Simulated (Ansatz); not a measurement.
Question: Name a neutral molecule of B, F, O, Si and H with size of the dipole moment (PBE/def2-TZVPP) between 1.75 and 2.05 D and size of the dipole moment (ωB97M-V/def2-TZVPP) between 1.65 and 1.95 D (Ansatz, PBE0-D4/def2-TZVP geometry).

Answer: `OB[SiH](O)F` (1.79 D, 1.77 D); `BO[SiH](O)F` (1.92 D, 1.92 D). Other molecules can fit too; these were computed, each in one conformer that needn't be the lowest.
